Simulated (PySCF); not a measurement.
AlH₃, SMILES [AlH3].

Geometry: ωB97X-D3(BJ)/def2-TZVPD. The isomer is the one that the SMILES or the coordinates give; other isomers of the formula were not compared.

Computed with PBE/def2-TZVPD in PySCF.

The molecule is in vacuum.

Computed frontier levels, gap, dipole moment and polarisability:
- highest occupied level = -7.31 eV
- lowest empty level = -2.53 eV
- orbital gap = 4.77 eV
- dipole moment = 0.00 D
- quadrupole, principal values (traceless, Buckingham form, about the centre of nuclear charge) = -3.16, -3.16, 6.32 D·Å
- mean static polarisability = 34.1 bohr³ (5.05 Å³)
- polarisability, principal values = 28.8, 36.7, 36.7 bohr³
